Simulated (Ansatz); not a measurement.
Geometry optimisation, DFT PBEsol, scalar-relativistic, plane waves, PAW in Ansatz 0.2.0.

The input (input.yaml):

```yaml
crystal:
  lattice:
    - [6.640341, 0.0, 0.0]
    - [0.0, 6.640341, 0.0]
    - [0.0, 0.0, 6.640341]
  atoms:
    - { symbol: C, position: [0.4770559, 0.7415497, 0.1799397] }
    - { symbol: C, position: [0.2833731, 0.6357785, 0.1166823] }
    - { symbol: H, position: [0.4534549, 0.8334646, 0.3144023] }
    - { symbol: H, position: [0.5958576, 0.6328278, 0.2138706] }
    - { symbol: H, position: [0.5324213, 0.8405813, 0.0607215] }
    - { symbol: H, position: [0.3069742, 0.5438635, -0.0177803] }
    - { symbol: H, position: [0.2280077, 0.5367468, 0.2359006] }
    - { symbol: H, position: [0.1645714, 0.7445003, 0.0827515] }
    - { symbol: C, position: [0.4892584, 0.1325748, 0.5103728] }
    - { symbol: C, position: [0.6071217, 0.218925, 0.6874432] }
    - { symbol: H, position: [0.3441594, 0.0722262, 0.5592594] }
    - { symbol: H, position: [0.459759, 0.2478448, 0.3966706] }
    - { symbol: H, position: [0.5722316, 0.010526, 0.4375364] }
    - { symbol: H, position: [0.7522206, 0.2792736, 0.6385566] }
    - { symbol: H, position: [0.5241484, 0.3409737, 0.7602795] }
    - { symbol: H, position: [0.636621, 0.1036549, 0.8011454] }
    - { symbol: C, position: [1.061771, 0.790324, 0.4708113] }
    - { symbol: C, position: [0.8634735, 0.6845489, 0.4239947] }
    - { symbol: H, position: [1.051264, 0.8775308, 0.609988] }
    - { symbol: H, position: [1.1842345, 0.681867, 0.4888484] }
    - { symbol: H, position: [1.1039679, 0.8938021, 0.3499921] }
    - { symbol: H, position: [0.8739804, 0.5973421, 0.2848181] }
    - { symbol: H, position: [0.8212766, 0.5810708, 0.5448139] }
    - { symbol: H, position: [0.74101, 0.7930059, 0.4059576] }
    - { symbol: O, position: [1.043149, 0.4282365, 0.7966037] }
    - { symbol: H, position: [1.0291889, 0.396518, 0.9382879] }
    - { symbol: H, position: [0.9070993, 0.4586129, 0.7536723] }
    - { symbol: O, position: [0.8012154, 0.0494055, 0.0924457] }
    - { symbol: H, position: [0.8134701, 0.1629242, 0.0016786] }
    - { symbol: H, position: [0.7974208, -0.0663843, 0.0038247] }
    - { symbol: O, position: [0.293945, 0.046859, 1.0003136] }
    - { symbol: H, position: [0.4009314, 0.0991194, 1.084564] }
    - { symbol: H, position: [0.3631828, -0.037844, 0.9038415] }
basis:
  ecutwfc: 420.0
kpoints:
  mp_grid: { grid: [1, 1, 1] }
hamiltonian:
  xc: pbesol
scf:
  occupations: { method: fermi_dirac, width: 0.02 }
  lower_state_search: "off"
relax:
  f_tol: 0.3
  max_steps: 15
  adjacent_minimum: "off"
```

Command:

```bash
$ ansatz run input.yaml --threads 1 --pin off --max-ram 3072MiB --backend cpu --events-out ev --progress --plain --runs-dir out
```

**Question.** Where does it end, and by what steps?

**Answer.** It converged. The threshold is loose, so the end isn't yet a minimum. The force dipped under the threshold on the way, but the program's further checks kept it going. Limits of this set-up: coarse k mesh. After 12 steps the energy has fallen by 2.263 eV; H26 moved furthest, 1.47 Å.

```tsv
step	energy less start (eV)	largest force component (eV/Å)	accepted
0	0.0000	1.030	yes
1	-0.4148	0.538	yes
2	-0.6840	1.342	yes
3	-0.9136	1.544	yes
4	-1.1494	1.970	yes
5	-1.3888	1.431	yes
6	-1.6310	0.811	yes
7	-1.8124	0.643	yes
8	-1.9526	0.490	yes
9	-2.0673	0.308	yes
10	-2.1532	0.283	yes
11	-2.2280	0.254	yes
12	-2.2632	0.253	yes
```

```xyz
33
Lattice="6.6403 0.0000 0.0000 0.0000 6.6403 0.0000 0.0000 0.0000 6.6403" Properties=species:S:1:pos:R:3
C 3.286 4.368 0.815
C 1.848 4.075 0.414
H 3.332 4.823 1.819
H 3.888 3.442 0.834
H 3.760 5.077 0.119
H 1.819 3.695 -0.621
H 1.401 3.309 1.069
H 1.226 4.986 0.472
C 2.763 1.580 3.129
C 3.999 1.543 4.022
H 1.816 1.610 3.717
H 2.779 2.464 2.477
H 2.716 0.697 2.456
H 4.932 1.677 3.435
H 3.971 2.341 4.791
H 4.104 0.590 4.566
C 7.217 5.267 3.627
C 5.797 4.766 3.399
H 7.264 5.919 4.516
H 7.921 4.424 3.771
H 7.580 5.856 2.771
H 5.728 4.115 2.511
H 5.426 4.180 4.255
H 5.093 5.610 3.261
O 6.604 1.688 5.841
H 7.513 1.337 6.130
H 6.667 2.654 5.940
O 4.675 0.816 0.697
H 5.451 1.130 0.114
H 5.024 0.145 1.303
O 2.201 0.484 6.438
H 3.139 0.665 6.770
H 2.346 -0.029 5.623
```

Run time: 18 s on 1 thread of Intel(R) Xeon(R) Platinum 8488C (Sapphire Rapids), on a shared host, peak memory 0.43 GiB.
